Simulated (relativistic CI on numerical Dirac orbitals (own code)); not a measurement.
d5 in a ligand field

Computed with a parametric ligand-field model of a d^n configuration (Racah B and C, spin-orbit zeta, crystal field), exact diagonalisation.

Field parameters in Wybourne normalisation: Oh B⁴₀ = 21Dq, B⁴₄ = √(5/14) B⁴₀. The field is a parameter set, without covalency.

(1) Ground term and bands for B = 960, C = 4140, ζ = 0 cm⁻¹, Oh, 10Dq = 8640 cm⁻¹?

(2) Ground term and bands for B = 960, C = 4140, ζ = 0 cm⁻¹, Oh, 10Dq = 16320 cm⁻¹?

(3) Ground term and bands for B = 960, C = 4140, ζ = 0 cm⁻¹, Oh, 10Dq = 25920 cm⁻¹?

(4) Ground term and bands for B = 960, C = 4140, ζ = 0 cm⁻¹, Oh, 10Dq = 4800 cm⁻¹?

(5) Ground term and bands for B = 960, C = 4140, ζ = 0 cm⁻¹, Oh, 10Dq = 2880 cm⁻¹?

Answers

(1) Ground term 6A1 with 2.00 electrons in the two orbitals of the cubic e set. Spin-allowed: none. Lowest spin-forbidden: 4T1 24423 cm⁻¹ (409 nm), 4T2 28392 cm⁻¹ (352 nm), 4A1+E 30300 cm⁻¹ (330 nm). A high-spin d5 ion has no spin-allowed d-d band, hence its pale colour.

(2) Ground term 6A1 with 2.00 electrons in the two orbitals of the cubic e set. Spin-allowed: none. Lowest spin-forbidden: 4T1 17178 cm⁻¹ (582 nm), 2T2 19250 cm⁻¹ (519 nm), 4T2 23153 cm⁻¹ (432 nm). A high-spin d5 ion has no spin-allowed d-d band, hence its pale colour.

(3) Ground term 6A1 with 2.00 electrons in the two orbitals of the cubic e set. Spin-allowed: none. Lowest spin-forbidden: 2T2 903 cm⁻¹, 4T1 7833 cm⁻¹ (1277 nm), 4T2 14612 cm⁻¹ (684 nm). A high-spin d5 ion has no spin-allowed d-d band, hence its pale colour.

(4) Ground term 6A1 with 2.00 electrons in the two orbitals of the cubic e set. Spin-allowed: none. Lowest spin-forbidden: 4T1 27769 cm⁻¹ (360 nm), 4T2 29767 cm⁻¹ (336 nm), 4A1+E 30300 cm⁻¹ (330 nm). A high-spin d5 ion has no spin-allowed d-d band, hence its pale colour.

(5) Ground term 6A1 with 2.00 electrons in the two orbitals of the cubic e set. Spin-allowed: none. Lowest spin-forbidden: 4T1 29200 cm⁻¹ (342 nm), 4T2 30116 cm⁻¹ (332 nm), 4A1+E 30300 cm⁻¹ (330 nm). A high-spin d5 ion has no spin-allowed d-d band, hence its pale colour.
